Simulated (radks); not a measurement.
Results of a calculation; reference values are marked as such.
Species: Ir. Configuration: [Xe] 4f14 5d7 6s2 (the NIST ground configuration). Level of theory: scalar-relativistic Kohn-Sham, LDA (Slater exchange, VWN5 correlation), spin-unpolarised, spherical densities, finite nucleus; Fermi nuclear charge, rms radius 5.4032 fm; hard spherical wall at 2.5 bohr (a radial shooting solver on a logarithmic mesh with Libxc functionals). Some entries of the table are withheld. Estimate them.

orbital,occ.,eigenvalue (eV),r(max) (bohr),<r^2> (bohr^2)
1s,2,-76000.41,0.01083,0.0004202
2s,2,-13266.91,0.06235,0.006426
2p,6,-11529.24,0.05139,0.005367
3s,2,-3075.630,0.1758,0.04157
3p,6,-2567.294,0.1746,0.04249
3d,10,-2005.457,0.1421,(1)
4s,2,-628.1445,0.3975,0.2028
4p,6,-461.3680,0.4177,0.2315
4d,10,-256.2130,0.4265,0.2662
5s,2,-67.8874,0.8980,1.104
4f,14,-28.4158,0.3951,0.3622
5p,6,-25.9464,1.019,1.437
5d,7,24.0492,1.288,1.995
6s,2,48.1334,1.771,(2)
6p,0,73.5670,1.854,2.704
5f,0,74.4587,1.645,2.566
7s,0,191.8129,2.092,2.595

Answer. 
(1) 3d <r^2> (bohr^2): 0.03520
(2) 6s <r^2> (bohr^2): 2.718
